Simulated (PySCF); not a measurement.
Mayer bond orders and bond lengths

Compound: C4H7FOSi.
Atom-mapped SMILES: `[O:1]=[C:2]([SiH3:3])[CH2:4]/[CH:5]=[CH:6]\[F:7]` (hydrogens: H8, H9, H10 on Si3; H11, H12 on C4; H13 on C5; H14 on C6)

Geometry (GFN2-xTB, Å), atoms numbered from 1 in this order:
```xyz
14
C4H7FOSi angstrom
O     -1.699   -1.052   -0.111
C     -1.030   -0.074   -0.339
Si    -1.847    1.625   -0.738
C      0.491   -0.099   -0.328
C      1.053   -1.318    0.323
C      1.942   -1.300    1.298
F      2.468   -0.151    1.768
H     -1.051    2.252   -1.795
H     -1.770    2.418    0.488
H     -3.221    1.383   -1.156
H      0.790   -0.062   -1.381
H      0.860    0.809    0.152
H      0.662   -2.268   -0.006
H      2.350   -2.162    1.804
```

Bond orders from the PBE0/pcSseg-1 density (PySCF). Geometry: GFN2-xTB, one conformer, isolated molecule.

Question: Where do the orders between heavy atoms depart from those drawn in the SMILES?

Answer: The largest departure is 0.160, at C2–Si3 (drawn single, 0.840). Drawn single, order below 0.88: C2–Si3 (0.840).

Question: Give the Mayer order of every bond, beside its length.

Answer: 
| bond | drawn as | length (Å) | Mayer order |
| --- | --- | --- | --- |
| O1–C2 | double | 1.208 | 1.982 |
| C2–Si3 | single | 1.927 | 0.840 |
| C2–C4 | single | 1.521 | 0.913 |
| C4–C5 | single | 1.492 | 1.021 |
| C5–C6 | double | 1.320 | 1.888 |
| C6–F7 | single | 1.348 | 0.951 |
| Si3–H8 | single | 1.464 | 0.932 |
| Si3–H9 | single | 1.462 | 0.945 |
| Si3–H10 | single | 1.456 | 0.953 |
| C4–H11 | single | 1.096 | 0.911 |
| C4–H12 | single | 1.092 | 0.931 |
| C5–H13 | single | 1.078 | 0.946 |
| C6–H14 | single | 1.079 | 0.968 |

By pair of heavy elements: C–C: lowest C2–C4 (0.913, 1.521 Å), highest C5–C6 (1.888, 1.320 Å).

Question: Sum the orders of all bonds at each heavy atom with more than one neighbour and set the sums beside the valence in the SMILES.

Answer: C2 3.735 (drawn 4), Si3 3.670 (drawn 4), C4 3.776 (drawn 4), C5 3.855 (drawn 4), C6 3.807 (drawn 4). Orders between atoms that aren't bonded are not in these sums.

The Mayer order sums products of elements of PS (density times overlap matrix) between the two atoms' basis functions, so it depends on the basis set.
